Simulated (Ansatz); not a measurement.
An input meant for the cluster Pd4H7 (charge 0, doublet; scaled by 1.25).

```yaml
crystal:
  periodic: [false, false, false]
  atoms:
    - {symbol: Pd, position_ang: [1.730120, 1.392912, 1.862493]}
    - {symbol: Pd, position_ang: [1.243904, -1.206168, -0.421134]}
    - {symbol: Pd, position_ang: [-1.813122, -1.348265, -2.045489]}
    - {symbol: Pd, position_ang: [-0.906295, 1.272822, -0.260982]}
    - {symbol: H, position_ang: [-3.812685, -0.735000, -2.042855]}
    - {symbol: H, position_ang: [3.101056, 0.503105, 3.270888]}
    - {symbol: H, position_ang: [0.252065, 2.618584, 0.825799]}
    - {symbol: H, position_ang: [0.063538, -2.404408, -1.668033]}
    - {symbol: H, position_ang: [-3.380092, -0.304492, -2.952475]}
    - {symbol: H, position_ang: [3.434670, 0.168304, 2.317648]}
    - {symbol: H, position_ang: [0.086829, 0.042593, 1.114141]}
basis:
  gaussian: {orbitals: cc-pVTZ-rifit}
magnetization: {spin_polarized: true, initial_magnetization: 1}
hamiltonian: {xc: {name: r2SCAN50}, dispersion: d3bj}
scf: {omitted_lower_state_checks: [starts]}
output: {forces: true}
```

```sh
$ ansatz run in.yaml --threads 4 --pin off --events-out ev --progress --plain --max-ram 4787MiB
```

Output, abridged:

```
Warning: the engine holds no damping parameters fitted to this dispersion correction and functional, so the run takes those fitted to r2scan50 beside the three-body term, which d3bj leaves out (hamiltonian.dispersion, under Limitations)
Functional definition: r2SCAN50
Error: [file] the basis set cc-pVTZ-RIFIT has no functions for Pd
```

(1) What is wrong with this run?

Results:

(1) The basis set is misnamed or doesn't suit the job. The program refused the input.
